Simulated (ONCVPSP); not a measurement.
rhenium: one change to an ONCV potential, before and after

* Element: Re (Z = 75)
* Generator: ONCVPSP 4.0.1
* Type: optimised norm-conserving Vanderbilt (ONCV)
* Functional: PBE
* Relativity: scalar-relativistic
* Frozen core: [Kr] 4d10
* Valence charge: 29
* Reference configuration: 4f14 5s2 5p6 5d5 6s2
* Partial waves: 5s+6s: rc 1.50 bohr, ncon 4, nbas 7, qcut 6.7 1/bohr, 2 projectors; 5p: rc 1.10 bohr, ncon 3, nbas 7, qcut 7.6 1/bohr, 2 projectors, debl 2.5 Ha; 5d: rc 1.85 bohr, ncon 4, nbas 9, qcut 4.9 1/bohr, 2 projectors, debl 1.4 Ha; 4f: rc 0.90 bohr, ncon 4, nbas 9, qcut 20.5 1/bohr, 1 projector
* Local potential: polynomial inside 0.70 bohr (lpopt 5, dvloc0 0 Ha)
* Core correction: none

All-electron outer shells of the reference configuration (PBE, scalar-relativistic, ld1.x):

| shell | level (eV) | outermost node (bohr) | outermost maximum (bohr) |
| --- | --- | --- | --- |
| 4d | -255.33 | 0.21 | 0.44 |
| 5s | -85.25 | 0.52 | 0.93 |
| 5p | -47.01 | 0.56 | 1.06 |
| 4f | -42.31 | – | 0.41 |
| 6s | -5.94 | 1.24 | 2.57 |
| 5d | -5.37 | 0.62 | 1.41 |

Change: p: qcut 6.9.

Cutoffs: the cutoffs (Ha) at which the residual kinetic energy of the hardest occupied pseudo-wave falls to 1 and 0.1 mHa per electron; they do not see the model core or the augmentation charge, which bear on the density cutoff. Errors are all-electron minus pseudo energies relative to the spin-unpolarised reference configuration.

Task: Predict the effect on cutoff, ghosts and configuration errors.

Result: The potential gets neither clearly harder nor softer (175 Ha and 190 Ha → 175 Ha and 190 Ha); the bound ghosts move from d, p, s to d, s; the lowest positive-energy flag moves from none to p at 1.1 eV; the errors of the 4 common tests hardly move.

```csv
quantity,base,changed
"cutoff, loose",175 Ha,175 Ha
"cutoff, tight",190 Ha,190 Ha
loose cutoff by channel,"s 21 Ha, p 44 Ha, d 21 Ha, f 175 Ha","s 21 Ha, p 87 Ha, d 21 Ha, f 175 Ha"
bound ghosts,"s, d, p","s, d"
GHOST(+) flags under 300 eV,none,p at 1.1 eV
"error for 4f14 5s2 5p6 5d5 6s1, meV [ΔE 9.25 eV]",-3.7,-3.7
"error for 4f14 5s2 5p6 5d5 6s0, meV [ΔE 25.57 eV]",-12,-12
"error for 4f14 5s2 5p6 5d4 6s0, meV [ΔE 52.70 eV]",-15,-14
"error for 4f14 5s2 5p6 5d3 6s0, meV [ΔE 92.06 eV]",-12,-12
s: phases at 1.53 bohr within 0.05 rad from the reference energy up to (Ha; the scan ends near 5),to the end of the scan,to the end of the scan
p: phases at 1.12 bohr within 0.05 rad from the reference energy up to (Ha; the scan ends near 5),to the end of the scan,to the end of the scan
d: phases at 1.88 bohr within 0.05 rad from the reference energy up to (Ha; the scan ends near 5),to the end of the scan,to the end of the scan
f: phases at 0.91 bohr within 0.05 rad from the reference energy up to (Ha; the scan ends near 5),3.1,3.1
```

 A true bound ghost makes a file unfit for plane-wave use even where its test errors are small: the radial tests pick states by their node count and pass the ghost by.
